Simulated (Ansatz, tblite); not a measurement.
Spin states of CaI2⁺ (the lowest doublet isomer of a short search), each relaxed with r2SCAN-D4/def2-TZVP in Ansatz. Electronic energies in the gas phase.

In the def2 sets I takes a core potential; there is no spin–orbit coupling. The xTB rows come from tblite. LC-ωPBE has ω = 0.4 bohr⁻¹. Correlated methods freeze 13 core orbitals; core or outer-core shells of Ca, I are correlated, in sets that lack core-valence functions. In CCSD on the charge 1 quartet the largest single amplitude is 0.24, so its Hartree–Fock determinant may place the open shell otherwise than the density functionals do. In the quartet, I2 and I3 lie 3.06 Å apart (atoms count from 1), so these atoms are partly bonded to each other. The structure comes from a short search, and lower isomers may exist.

Doublet geometry (C2v within 0.1 Å):

```xyz
3

Ca   -0.777   -0.071   -1.325
I    -0.688   -1.052    1.352
I     1.466    1.123   -0.027
```

Quartet geometry (C2v within 0.1 Å):

```csv
atom,x (Å),y (Å),z (Å)
Ca1,-0.673,0.270,1.815
I2,-1.100,-0.211,-1.429
I3,1.773,-0.059,-0.387
```

⟨S²⟩: doublet 0.76 at PBE0-D4/def2-TZVP (pure 0.75), quartet 3.76 at PBE0-D4/def2-TZVP (pure 3.75).

Only these spin states were relaxed. The quartet has other bonds than the doublet, so the gap mixes isomer and spin.

| level | quartet − doublet (kcal/mol) | lowest of these |
| --- | --- | --- |
| GFN1-xTB | 81.9 | doublet |
| GFN2-xTB | 56.7 | doublet |
| HF/def2-TZVPP | 61.5 | doublet |
| PBE0-D4/def2-TZVP | 75.4 | doublet |
| ωB97X-V/def2-TZVP | 82.9 | doublet |
| RPA@PBE/def2-TZVP | 58.8 | doublet |
| MP2/def2-TZVP | 78.6 | doublet |
| CCSD/def2-TZVPP | 72.1 | doublet |
| CCSD(T)/def2-TZVPP | 72.2 | doublet |

Task: Estimate the rows for HF/def2-TZVP, PBE-D4/def2-TZVP, r2SCAN-D4/def2-TZVP, B97M-V/def2-TZVP, r2SCANh-D4/def2-TZVP, CAM-B3LYP-D4/def2-TZVP, LC-ωPBE/def2-TZVP, MP2/def2-TZVPP.

Result: 
```json
{"level": "HF/def2-TZVP", "quartet − doublet (kcal/mol)": "61.5", "lowest of these": "doublet"}
{"level": "PBE-D4/def2-TZVP", "quartet − doublet (kcal/mol)": "71.7", "lowest of these": "doublet"}
{"level": "r2SCAN-D4/def2-TZVP", "quartet − doublet (kcal/mol)": "76.3", "lowest of these": "doublet"}
{"level": "B97M-V/def2-TZVP", "quartet − doublet (kcal/mol)": "73.5", "lowest of these": "doublet"}
{"level": "r2SCANh-D4/def2-TZVP", "quartet − doublet (kcal/mol)": "76.8", "lowest of these": "doublet"}
{"level": "CAM-B3LYP-D4/def2-TZVP", "quartet − doublet (kcal/mol)": "76.4", "lowest of these": "doublet"}
{"level": "LC-ωPBE/def2-TZVP", "quartet − doublet (kcal/mol)": "82.3", "lowest of these": "doublet"}
{"level": "MP2/def2-TZVPP", "quartet − doublet (kcal/mol)": "78.6", "lowest of these": "doublet"}
```

The xTB methods have no spin-polarisation term.
